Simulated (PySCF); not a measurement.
Relaxation of singlet BeI₂

Level of theory: PBE0 in PySCF with Be def2-TZVP, I def2-TZVP with ECP28; scalar-relativistic core potentials, no spin–orbit coupling; density-fitted integrals. A (50,194) grid was used.

A hand-made bent start, of C2v symmetry, held to at least that symmetry:

```xyz
3
charge 0 multiplicity 1, angstrom
Be    0.0000    0.0000   -1.3017
I     1.9250    0.0000    0.0462
I    -1.9250    0.0000    0.0462
```

Optimiser trace:
```csv
step,E − E(last) (kJ/mol),largest gradient (Eh/bohr)
0,123.00,0.05482
1,69.97,0.03555
2,30.32,0.01509
3,10.43,0.00955
4,3.04,0.00845
5,1.18,0.00498
6,0.02,0.00044
7,0.00,0.00025
8,0.00,0.00012
```

It ends at D∞h with Be–I 2.162 Å (×2); I–Be–I 180.0° (after a last refinement on a finer grid). A frequency run shows a minimum.

Final geometry:
```xyz
3
charge 0 multiplicity 1, angstrom
Be    0.0000    0.0000    0.0000
I     2.1624    0.0000    0.0000
I    -2.1624    0.0000    0.0000
```

The relaxation took 19 s on 4 threads of a shared Arm Neoverse V1 host, with 119 basis functions and 9 gradients; the process peaked at 0.63 GiB.
